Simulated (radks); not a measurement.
Initial-state core-level shifts of neutral barium when its valence configuration changes from [Xe] 6s2. All-electron calculation, Dirac Kohn-Sham, BLYP, spin-unpolarised, spherical densities, finite nucleus; open shells fill j = l - 1/2 first; Fermi nuclear charge, rms radius 4.8378 fm. Program: a radial shooting solver on a logarithmic mesh with Libxc functionals. Shifts are changes of the shell-averaged eigenvalues in eV (positive: less bound); the change of the density at the nucleus, which sets a Mossbauer isomer shift, is in e/bohr^3, on a base of 3.229e+05.

| valence | 1s | 2p | 3s | 4p | density at nucleus |
|---|---|---|---|---|---|
| 5d1 6s1 | +1.236 | +1.305 | +1.299 | +1.292 | -15.59 |
| 6s1.5 6p0.5 | -0.553 | -0.553 | -0.555 | -0.552 | -5.32 |
| 5d0.5 6s1.5 | +0.686 | +0.724 | +0.720 | +0.714 | -8.33 |
| 6s1 6p1 | -1.078 | -1.078 | -1.081 | -1.076 | -11.19 |
